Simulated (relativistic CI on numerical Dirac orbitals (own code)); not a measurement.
One change at a time: Nd¹⁸⁺

Base calculation: Dirac-Coulomb-Breit CI, separate exchange-only KLI orbitals for each configuration, a model potential for QED, unscaled Slater integrals.

CI space (outside the closed core [Ar] 3d10): 4s2.4p6.4d6, 4s2.4p5.4d7, 4s2.4p6.4d5.4f, 4s2.4p4.4d8, 4s.4p6.4d7, 4s2.4p6.4d5.5s, 4p6.4d8, 4s2.4p6.4d5.5p, 4s.4p6.4d6.4f, 4s2.4p6.4d5.5d, 4s2.4p6.4d4.5s2, 4s2.4p6.4d4.5p2, 4s2.4p6.4d5.6s, 4s2.4p6.4d5.6d. Levels of other configurations are missing.

The lowest level and the first level of each name with at least 55 % of one term (blank where a level has no safe partner in the second run):

| Level | Base (cm⁻¹) | Shift (cm⁻¹) |
| --- | --- | --- |
| 4s2.4p6.4d6 5D_4 | 0 | 0 |
| 4s2.4p6.4d6 5D_3 | 24562 | -90 |
| 4s2.4p6.4d6 5D_0 | 29823 | -53 |
| 4s2.4p6.4d6 5D_1 | 32311 | -93 |
| 4s2.4p6.4d6 3H_6 | 60401 | -74 |
| 4s2.4p6.4d6 3D_1 | 87686 | -105 |
| 4s2.4p6.4d6 3D_2 | 88828 | -105 |
| 4s2.4p6.4d6 3D_3 | 97711 | -137 |
| 4s2.4p6.4d6 3P_0 | 99514 | -44 |
| 4s2.4p6.4d6 1I_6 | 109246 | -171 |
| 4s2.4p6.4d6 3P_1 | 114637 | -221 |
| 4s2.4p6.4d6 3F_4 | 145289 | -189 |
| 4s2.4p6.4d6 3P_2 | 167774 | -245 |
| 4s2.4p5.4d7 5G°_6 | 854240 | +354 |
| 4s2.4p5.4d7 3D°_3 | 876739 | +333 |
| 4s2.4p5.4d7 5G°_5 | 895124 | +261 |
| 4s2.4p5.4d7 3H°_6 | 916366 | +258 |

At this charge energies of transitions that change n are usually good to better than 1 %, and those within a shell (Δn = 0) to a few per cent. Terms inside the open d or f shell come out 10 to 20 % too wide with unscaled integrals.

(1) One thing was changed in a second run, which moved the levels as shown. Which?
A. configuration mixing switched off
B. QED terms removed
C. non-relativistic limit
D. valence Slater integrals scaled by 0.9
E. Breit term removed

Results:

(1) B. QED terms removed. QED shifts follow the density of s (and p1/2) electrons at the nucleus, so configurations move by their count of such electrons; where none moves, the smaller shifts of p3/2 electrons and of j = l + 1/2 against j = l − 1/2 set the pattern.

LS names give the leading component of a level, which can be under half, so a name can repeat, a term be missing and a line seem to break the LS rules.
